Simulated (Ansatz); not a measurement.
Ansatz (an electronic-structure program) input (B3LYP-D3(BJ)/def2-TZVP):

Ansatz 0.2 input:
```yaml
crystal:
  periodic: [false, false, false]
  atoms:
    - {symbol: C, position_ang: [-1.89250856, -0.24898190, 0.15829436]}
    - {symbol: C, position_ang: [-0.77498054, -1.02860056, 0.19296365]}
    - {symbol: C, position_ang: [0.59694303, -0.69797606, 0.05745118]}
    - {symbol: C, position_ang: [1.07104325, 0.59258622, -0.15204584]}
    - {symbol: N, position_ang: [1.47413724, 1.67735991, -0.32843774]}
    - {symbol: H, position_ang: [-1.83610857, 0.82274702, 0.00639728]}
    - {symbol: H, position_ang: [-2.87552666, -0.68570982, 0.28302589]}
    - {symbol: H, position_ang: [-0.94699913, -2.09498305, 0.35168856]}
    - {symbol: H, position_ang: [1.33669064, -1.48573980, 0.11797233]}
basis:
  gaussian:
    orbitals: def2-TZVP
hamiltonian:
  xc: b3lyp
  dispersion: d3bj
total_charge: -1
phonons: {temperatures: {t_min: 298.15, t_max: 298.15, t_step: 100}}
```

Output:

```
Functional definition: B3LYP
integrals: 0.08 GiB planned
1051 factors; their error is unknown
mean field: 0.79 GiB planned
mean field evaluation 1: about -5698.6536 eV, gradient 5.3e1 eV
mean field evaluation 2: about -5692.9781 eV, gradient 7.1e1 eV
mean field evaluation 4: about -5704.9249 eV, gradient 5.2e0 eV
mean field evaluation 8: about -5704.9863 eV, gradient 1.7e-1 eV
mean field evaluation 16: about -5704.9842 eV, gradient 4.0e-4 eV
mean field -5704.98415496 eV, -209.6543007177 hartree, gradient 2.9e-5 eV, S^2 0.000000; 0 other end points of the search recorded, 0 dependent functions left out
the calculation of the forces begins
reference -5704.98441118 eV, -209.6543101337 hartree; 18, 18 occupied and 161, 161 virtual orbitals, 1051 factors
these checks for a lower state are left out or cut short: stability, starts, cluster_reference, orbital_swaps, neighbouring_geometries, increment
integrals: 0.08 GiB planned
1051 factors; their error is unknown
mean field: 0.78 GiB planned
mean field -5704.98394685 eV, -209.6542930699 hartree, gradient 2.4e-6 eV, S^2 0.000000; 0 other end points of the search recorded, 0 dependent functions left out
the calculation of the forces begins
reference -5704.98420307 eV, -209.6543024856 hartree; 18, 18 occupied and 161, 161 virtual orbitals, 1051 factors
these checks for a lower state are left out or cut short: stability, starts, cluster_reference, orbital_swaps, neighbouring_geometries, increment
integrals: 0.08 GiB planned
1051 factors; their error is unknown
mean field: 0.78 GiB planned
mean field evaluation 32: about -5704.9836 eV, gradient 4.8e-1 eV
mean field -5704.98396598 eV, -209.6542937728 hartree, gradient 2.4e-6 eV, S^2 0.000000; 0 other end points of the search recorded, 0 dependent functions left out
the calculation of the forces begins
reference -5704.98422221 eV, -209.6543031891 hartree; 18, 18 occupied and 161, 161 virtual orbitals, 1051 factors
these checks for a lower state are left out or cut short: stability, starts, cluster_reference, orbital_swaps, neighbouring_geometries, increment
integrals: 0.08 GiB planned
1051 factors; their error is unknown
mean field: 0.78 GiB planned
mean field -5704.98399733 eV, -209.6542949247 hartree, gradient 2.4e-6 eV, S^2 0.000000; 0 other end points of the search recorded, 0 dependent functions left out
the calculation of the forces begins
reference -5704.98425359 eV, -209.6543043421 hartree; 18, 18 occupied and 161, 161 virtual orbitals, 1051 factors
these checks for a lower state are left out or cut short: stability, starts, cluster_reference, orbital_swaps, neighbouring_geometries, increment
integrals: 0.08 GiB planned
1051 factors; their error is unknown
mean field: 0.78 GiB planned
mean field -5704.98408560 eV, -209.6542981688 hartree, gradient 2.4e-6 eV, S^2 0.000000; 0 other end points of the search recorded, 0 dependent functions left out
the calculation of the forces begins
reference -5704.98434178 eV, -209.6543075833 hartree; 18, 18 occupied and 161, 161 virtual orbitals, 1051 factors
these checks for a lower state are left out or cut short: stability, starts, cluster_reference, orbital_swaps, neighbouring_geometries, increment
integrals: 0.08 GiB planned
1051 factors; their error is unknown
mean field: 0.78 GiB planned
mean field -5704.98392890 eV, -209.6542924099 hartree, gradient 2.4e-6 eV, S^2 0.000000; 0 other end points of the search recorded, 0 dependent functions left out
the calculation of the forces begins
reference -5704.98418508 eV, -209.6543018244 hartree; 18, 18 occupied and 161, 161 virtual orbitals, 1051 factors
these checks for a lower state are left out or cut short: stability, starts, cluster_reference, orbital_swaps, neighbouring_geometries, increment
integrals: 0.08 GiB planned
[...]
integrals: 0.08 GiB planned
1051 factors; their error is unknown
mean field: 0.78 GiB planned
mean field evaluation 192: about -5704.9841 eV, gradient 6.0e-3 eV
mean field -5704.98411847 eV, -209.6542993768 hartree, gradient 2.4e-6 eV, S^2 0.000000; 0 other end points of the search recorded, 0 dependent functions left out
the calculation of the forces begins
reference -5704.98437466 eV, -209.6543087916 hartree; 18, 18 occupied and 161, 161 virtual orbitals, 1051 factors
these checks for a lower state are left out or cut short: stability, starts, cluster_reference, orbital_swaps, neighbouring_geometries, increment
integrals: 0.08 GiB planned
1051 factors; their error is unknown
mean field: 0.78 GiB planned
mean field -5704.98417111 eV, -209.6543013111 hartree, gradient 2.4e-6 eV, S^2 0.000000; 0 other end points of the search recorded, 0 dependent functions left out
the calculation of the forces begins
reference -5704.98442736 eV, -209.6543107283 hartree; 18, 18 occupied and 161, 161 virtual orbitals, 1051 factors
these checks for a lower state are left out or cut short: stability, starts, cluster_reference, orbital_swaps, neighbouring_geometries, increment
integrals: 0.08 GiB planned
1051 factors; their error is unknown
mean field: 0.78 GiB planned
mean field -5704.98412463 eV, -209.6542996030 hartree, gradient 2.4e-6 eV, S^2 0.000000; 0 other end points of the search recorded, 0 dependent functions left out
the calculation of the forces begins
reference -5704.98438085 eV, -209.6543090189 hartree; 18, 18 occupied and 161, 161 virtual orbitals, 1051 factors
these checks for a lower state are left out or cut short: stability, starts, cluster_reference, orbital_swaps, neighbouring_geometries, increment
integrals: 0.08 GiB planned
1051 factors; their error is unknown
mean field: 0.78 GiB planned
mean field -5704.98412170 eV, -209.6542994953 hartree, gradient 2.5e-6 eV, S^2 0.000000; 0 other end points of the search recorded, 0 dependent functions left out
the calculation of the forces begins
reference -5704.98437792 eV, -209.6543089113 hartree; 18, 18 occupied and 161, 161 virtual orbitals, 1051 factors
these checks for a lower state are left out or cut short: stability, starts, cluster_reference, orbital_swaps, neighbouring_geometries, increment
integrals: 0.08 GiB planned
1051 factors; their error is unknown
mean field: 0.78 GiB planned
mean field evaluation 224: about -5704.9841 eV, gradient 2.4e-6 eV
mean field -5704.98409193 eV, -209.6542984013 hartree, gradient 2.4e-6 eV, S^2 0.000000; 0 other end points of the search recorded, 0 dependent functions left out
the calculation of the forces begins
reference -5704.98434812 eV, -209.6543078163 hartree; 18, 18 occupied and 161, 161 virtual orbitals, 1051 factors
these checks for a lower state are left out or cut short: stability, starts, cluster_reference, orbital_swaps, neighbouring_geometries, increment
integrals: 0.08 GiB planned
1051 factors; their error is unknown
mean field: 0.78 GiB planned
mean field -5704.98412313 eV, -209.6542995477 hartree, gradient 2.4e-6 eV, S^2 0.000000; 0 other end points of the search recorded, 0 dependent functions left out
the calculation of the forces begins
reference -5704.98437937 eV, -209.6543089647 hartree; 18, 18 occupied and 161, 161 virtual orbitals, 1051 factors
these checks for a lower state are left out or cut short: stability, starts, cluster_reference, orbital_swaps, neighbouring_geometries, increment
integrals: 0.08 GiB planned
1051 factors; their error is unknown
mean field: 0.78 GiB planned
mean field -5704.98403428 eV, -209.6542962829 hartree, gradient 2.4e-6 eV, S^2 0.000000; 0 other end points of the search recorded, 0 dependent functions left out
the calculation of the forces begins
reference -5704.98429051 eV, -209.6543056992 hartree; 18, 18 occupied and 161, 161 virtual orbitals, 1051 factors
these checks for a lower state are left out or cut short: stability, starts, cluster_reference, orbital_swaps, neighbouring_geometries, increment
integrals: 0.08 GiB planned
1051 factors; their error is unknown
mean field: 0.78 GiB planned
mean field -5704.98407809 eV, -209.6542978928 hartree, gradient 2.4e-6 eV, S^2 0.000000; 0 other end points of the search recorded, 0 dependent functions left out
the calculation of the forces begins
reference -5704.98433431 eV, -209.6543073085 hartree; 18, 18 occupied and 161, 161 virtual orbitals, 1051 factors
these checks for a lower state are left out or cut short: stability, starts, cluster_reference, orbital_swaps, neighbouring_geometries, increment
integrals: 0.08 GiB planned
1051 factors; their error is unknown
mean field: 0.78 GiB planned
mean field -5704.98413466 eV, -209.6542999717 hartree, gradient 2.4e-6 eV, S^2 0.000000; 0 other end points of the search recorded, 0 dependent functions left out
the calculation of the forces begins
reference -5704.98439088 eV, -209.6543093877 hartree; 18, 18 occupied and 161, 161 virtual orbitals, 1051 factors
these checks for a lower state are left out or cut short: stability, starts, cluster_reference, orbital_swaps, neighbouring_geometries, increment
integrals: 0.08 GiB planned
1051 factors; their error is unknown
mean field: 0.78 GiB planned
mean field evaluation 256: about -5704.9873 eV, gradient 2.6e-4 eV
mean field -5704.98414688 eV, -209.6543004208 hartree, gradient 2.4e-6 eV, S^2 0.000000; 0 other end points of the search recorded, 0 dependent functions left out
the calculation of the forces begins
reference -5704.98440311 eV, -209.6543098368 hartree; 18, 18 occupied and 161, 161 virtual orbitals, 1051 factors
these checks for a lower state are left out or cut short: stability, starts, cluster_reference, orbital_swaps, neighbouring_geometries, increment
integrals: 0.08 GiB planned
1051 factors; their error is unknown
mean field: 0.78 GiB planned
mean field -5704.98406972 eV, -209.6542975850 hartree, gradient 2.4e-6 eV, S^2 0.000000; 0 other end points of the search recorded, 0 dependent functions left out
the calculation of the forces begins
reference -5704.98432590 eV, -209.6543069996 hartree; 18, 18 occupied and 161, 161 virtual orbitals, 1051 factors
these checks for a lower state are left out or cut short: stability, starts, cluster_reference, orbital_swaps, neighbouring_geometries, increment
integrals: 0.08 GiB planned
1051 factors; their error is unknown
mean field: 0.78 GiB planned
mean field -5704.98410891 eV, -209.6542990252 hartree, gradient 2.4e-6 eV, S^2 0.000000; 0 other end points of the search recorded, 0 dependent functions left out
the calculation of the forces begins
reference -5704.98436516 eV, -209.6543084425 hartree; 18, 18 occupied and 161, 161 virtual orbitals, 1051 factors
these checks for a lower state are left out or cut short: stability, starts, cluster_reference, orbital_swaps, neighbouring_geometries, increment
integrals: 0.08 GiB planned
1051 factors; their error is unknown
mean field: 0.78 GiB planned
mean field -5704.98413825 eV, -209.6543001034 hartree, gradient 2.4e-6 eV, S^2 0.000000; 0 other end points of the search recorded, 0 dependent functions left out
the calculation of the forces begins
reference -5704.98439449 eV, -209.6543095202 hartree; 18, 18 occupied and 161, 161 virtual orbitals, 1051 factors
these checks for a lower state are left out or cut short: stability, starts, cluster_reference, orbital_swaps, neighbouring_geometries, increment
integrals: 0.08 GiB planned
1051 factors; their error is unknown
mean field: 0.78 GiB planned
mean field evaluation 288: about -5704.9841 eV, gradient 2.7e-4 eV
mean field -5704.98411091 eV, -209.6542990990 hartree, gradient 2.4e-6 eV, S^2 0.000000; 0 other end points of the search recorded, 0 dependent functions left out
the calculation of the forces begins
reference -5704.98436711 eV, -209.6543085142 hartree; 18, 18 occupied and 161, 161 virtual orbitals, 1051 factors
Total energy: -5705.28815499 eV, -209.6654725128 hartree
Atom 0 at    -1.892509    -0.248982     0.158294 Å, force    -0.000011    -0.000545     0.000076 eV/Å
Atom 1 at    -0.774981    -1.028601     0.192964 Å, force     0.000416     0.000079    -0.000038 eV/Å
Atom 2 at     0.596943    -0.697976     0.057451 Å, force    -0.000626     0.000302    -0.000001 eV/Å
Atom 3 at     1.071043     0.592586    -0.152046 Å, force     0.000474     0.000745    -0.000134 eV/Å
Atom 4 at     1.474137     1.677360    -0.328438 Å, force    -0.000307    -0.000680     0.000114 eV/Å
Atom 5 at    -1.836109     0.822747     0.006397 Å, force    -0.000390    -0.000012     0.000027 eV/Å
Atom 6 at    -2.875527    -0.685710     0.283026 Å, force     0.000220     0.000476    -0.000080 eV/Å
Atom 7 at    -0.946999    -2.094983     0.351689 Å, force    -0.000334    -0.000030     0.000026 eV/Å
Atom 8 at     1.336691    -1.485740     0.117972 Å, force     0.000558    -0.000335     0.000010 eV/Å
Dipole moment:    -0.220922    -0.616222     0.099674 e Å
Vibrations: 152.51 232.99 421.05 429.64 561.10 596.60 675.71 691.05 939.61 969.44 1042.12 1159.65 1304.21 1406.08 1458.12 1602.97 2195.19 3059.14 3122.31 3160.04 3196.15 cm⁻¹, zero-point energy 1.759068 eV
```

It need not be the lowest isomer of its formula. Whether it binds its extra electron was not tested at this geometry.
